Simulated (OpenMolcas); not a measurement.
Ru3+: moving or changing the point charges

Ru3+ among 4 point charges of -2.5 e arranged as a square (D4h), 2 Å from the ion.

```yaml
Program: OpenMolcas
Method: CASSCF
Basis: ANO-RCC-VDZP [6s5p3d1f]
Scalar_Hamiltonian: DKH2, point nucleus
Active_space: 5 electrons in 5 orbitals (4d)
State_averaging: 2S+1 = 6 even, 1 root; 2S+1 = 4 even, 24 roots; 2S+1 = 2 even, 75 roots
Spin-orbit_coupling: state interaction with AMFI integrals over the reference wave functions
```

Runs around this geometry, states (labels of D4, the rotations of D4h). Energies in cm-1 above the lowest state or level, χT in cm3 K/mol.

```csv
R (Å),q (e),Ground state,First state of that spin,First gap with spin-orbit (degeneracies),χT at 300 K,First state of another spin
2,-1.25,6A1,,"7.2 (2, 2)",4.370,4B1 19203
2,-2.5,4B1,4E 7372,"67.2 (2, 2)",2.053,6A1 652.3
2.1,-2.5,6A1,,"12.8 (2, 2)",4.357,4B1 5229
```

The ground state changes within this set.

Without dynamic correlation the repulsion within the d shell is too large (B by tens of per cent), so at a given field states of lower spin stand too high. Point charges give a weaker field than real ligands, and real ions of this kind are as a rule low spin; the high spin found here belongs to the model (holds for R = 2, q = -1.25; R = 2.1, q = -2.5). This shell can be high or low spin here, a state of another spin lies low, and with metal d orbitals alone active their balance is uncertain, so the ground spin may be wrong, although the usual error favours high spin (holds for R = 2, q = -2.5). This shell can be high or low spin here, a state of another spin lies low, and with metal d orbitals alone active their balance is uncertain, so the ground spin may be wrong (holds for R = 2.1, q = -2.5). This is an electrostatic model: the charges have no orbitals. No measured value stands beside these numbers.
